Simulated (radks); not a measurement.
Species: Br IV. Configuration: [Ar] 3d10 4s2 4p1.75 5p0.25 (fractional occupations, a model configuration).

All-electron calculation, scalar-relativistic Kohn-Sham, PBE, spin-polarised, spherical densities, finite nucleus; open shells are filled with parallel spins first; Fermi nuclear charge, rms radius 4.1629 fm. Program: a radial shooting solver on a logarithmic mesh with Libxc functionals.

Energy parts (hartree):
total: -2603.65960
kinetic: 2660.09926
electron-nucleus: -6231.88953
Hartree: 1059.06545
exchange-correlation: -90.93479

Orbitals (lengths in bohr, moments of r in powers of bohr; <r^-3> diverges for s and p1/2; r(max) is where P^2 peaks):
orbital	occ.	eigenvalue (hartree)	<r^-3>	<1/r>	<r>	r(max)
1s up	1	-490.9412	-	35.66	0.04275	0.02791
1s down	1	-490.9356	-	35.66	0.04275	0.02791
2s up	1	-65.18387	-	7.898	0.1895	0.1592
2s down	1	-65.18095	-	7.898	0.1895	0.1592
2p up	3	-57.67195	1357	7.729	0.1654	0.1274
2p down	3	-57.66670	1357	7.729	0.1654	0.1274
3s up	1	-10.23015	-	2.595	0.5511	0.4839
3s down	1	-10.22252	-	2.595	0.5510	0.4840
3p up	3	-7.85679	197.1	2.442	0.5636	0.4809
3p down	3	-7.84804	197.2	2.443	0.5632	0.4810
3d up	5	-3.93047	23.37	2.157	0.5880	0.4307
3d down	5	-3.91896	23.46	2.162	0.5858	0.4306
4s up	1	-2.07917	-	0.8622	1.540	1.371
4s down	1	-1.99377	-	0.8676	1.536	1.359
4p up	1.75	-1.54825	21.63	0.7505	1.747	1.533
4p down	0	-1.46120	21.75	0.7498	1.755	1.525
5p up	0.25	-0.60797	5.109	0.3297	4.009	3.787

The highest occupied level is 5p up at -16.544 eV. The configuration is held as typed, so some empty levels lie below it. Spin moment in Bohr magnetons: 2.
